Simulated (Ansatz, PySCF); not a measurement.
Gas-phase reaction (SMILES): OB(O)O[SiH3] -> [O]B(O)O[SiH3] + H atom; the H-O bond at the site shown breaks (other sites are not compared here).

Structures are relaxed separately at B3LYP-D3(BJ)/def2-TZVP in Ansatz (a program for electronic structure), one conformer each, not searched for the lowest. Correlated levels leave the core frozen unless marked. Open shells are spin-unrestricted. Spin-orbit coupling is left out. No relativistic terms. CBS marks a two-point X^-3 extrapolation of the correlation energy; Hartree-Fock from the larger set. Thermal terms are rigid-rotor harmonic-oscillator values from B3LYP-D3(BJ) frequencies (Ansatz or PySCF) at 298.15 K and 1 atm. 1 Eh = 627.5095 kcal/mol. Atoms have translation alone.

```csv
species,"E, CCSD(T)/CBS(cc-pV(T+d)Z,cc-pV(Q+d)Z) (Ansatz) (Eh)","E, PBE-D3(BJ)/def2-TZVPD (Ansatz + dftd3) (Eh)",H - E (Eh)
OB(O)O[SiH3],-542.58690,-542.90447,0.07187
[O]B(O)O[SiH3],-541.89147,-542.21903,0.05903
H atom,-0.49995,-0.49962,0.00236
```

Work out ΔE and ΔH at 298.15 K at the first level, then ΔH at the second.


1. ΔE = [(-541.89147) + (-0.49995)] - [(-542.58690)] = 0.19548 Eh = 122.7 kcal/mol at CCSD(T)/CBS(cc-pV(T+d)Z,cc-pV(Q+d)Z).
2. The terms H - E add up to -0.01048 Eh, so ΔH = (0.19548 + (-0.01048))×627.5095 = 116.1 kcal/mol.
3. At PBE-D3(BJ)/def2-TZVPD the same steps give ΔE = 116.6 and ΔH = 110.0 kcal/mol, a shift of -6.1 from the first level.
4. These values are not checked against measurement here, since the tables used lack a sound gas-phase enthalpy of formation for at least one species.
